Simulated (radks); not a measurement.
Fractional charge and spin in the 6s shell of barium: the spin-up occupation runs from 0 to 1 and the spin-down occupation from 0 to 1; the fullest corner is Ba, [Xe] 6s(up 1, down 1). Calculated with a radial shooting solver on a logarithmic mesh with Libxc functionals: scalar-relativistic Kohn-Sham, PBE, spin-polarised, spherical densities, point nucleus. Energy (eV) above the fullest corner. The planes named below are the two flat planes that join the four corners, with an edge along up + down = one added electron.

\begin{tabular}{lrrrrr}
down \ up & 0 & 0.25 & 0.5 & 0.75 & 1 \\ \hline
0 & 15.344 & 12.371 & 9.696 & 7.310 & 5.206 \\
0.25 & 12.371 & 9.742 & 7.394 & 5.324 & 3.526 \\
0.5 & 9.696 & 7.394 & 5.362 & 3.600 & 2.100 \\
0.75 & 7.310 & 5.324 & 3.600 & 2.136 & 0.928 \\
1 & 5.206 & 3.526 & 2.100 & 0.928 & 0.000 \\
\end{tabular}

Corners above the fullest one (they belong to Ba+ and the next ion): (up 1, down 0) 5.206 eV, (up 0, down 1) 5.206 eV, (up 0, down 0) 15.344 eV. With half an added electron in each spin the energy lies 0.157 eV from the planes (fractional-spin error, the static-correlation error of a stretched bond), and with half an added electron in spin up alone -0.579 eV (fractional-charge error). For a frontier s shell over closed shells the exact functional lies on the planes.
